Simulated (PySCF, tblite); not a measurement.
Isomers of C5H14OSSi, one GFN2-xTB conformer each. Single-point energies are computed at PBE0/pcSseg-1 (PySCF, gas phase, no added dispersion term), electronic only.

```csv
SMILES,GFN2-xTB relative energy (kcal/mol)
CS[SiH2]OC(C)(C)C,0.0
CCCC[Si@H](S)OC,13.3
```

Conformers: `[CH3:1][S:2][SiH2:3][O:4][C:5]([CH3:6])([CH3:7])[CH3:8]` with C1–S2–Si3–O4 175°, S2–Si3–O4–C5 169°; `[CH3:1][CH2:2][CH2:3][CH2:4][Si@H:5]([SH:6])[O:7][CH3:8]` with C1–C2–C3–C4 178°, C2–C3–C4–Si5 179°, C3–C4–Si5–S6 -69°, C4–Si5–S6–H -57°, C4–Si5–O7–C8 173°.

What does PBE0/pcSseg-1 give for the same structures?

```csv
SMILES,PBE0/pcSseg-1 E (Eh),PBE0/pcSseg-1 (kcal/mol),GFN2-xTB (kcal/mol),point group
CCCC[Si@H](S)OC,-961.29180,0.0,13.3,C1
CS[SiH2]OC(C)(C)C,-961.27800,8.7,0.0,C1
```

GFN2-xTB puts CS[SiH2]OC(C)(C)C lowest instead. As drawn, the lower has an S–H bond and an Si–C bond, which the higher lacks.

Which frontier levels, dipoles and rotational constants go with these structures?

| SMILES | HOMO (eV, PBE0/pcSseg-1) | LUMO (eV) | dipole (D) | A, B, C (MHz) |
| --- | --- | --- | --- | --- |
| CCCC[Si@H](S)OC | -7.36 | 0.89 | 1.39 | 2468, 580.1, 493.7 |
| CS[SiH2]OC(C)(C)C | -6.61 | 0.22 | 2.41 | 3275, 646.4, 618.7 |

What happens when harmonic zero-point energies from GFN2-xTB frequencies are added?

```tsv
SMILES	ZPE (kcal/mol)	electronic (kcal/mol)	with ZPE (kcal/mol)
CCCC[Si@H](S)OC	113.1	0.0	0.0
CS[SiH2]OC(C)(C)C	112.9	8.7	8.4
```

The zero-point energies span 0.2 kcal/mol. The order is unchanged.
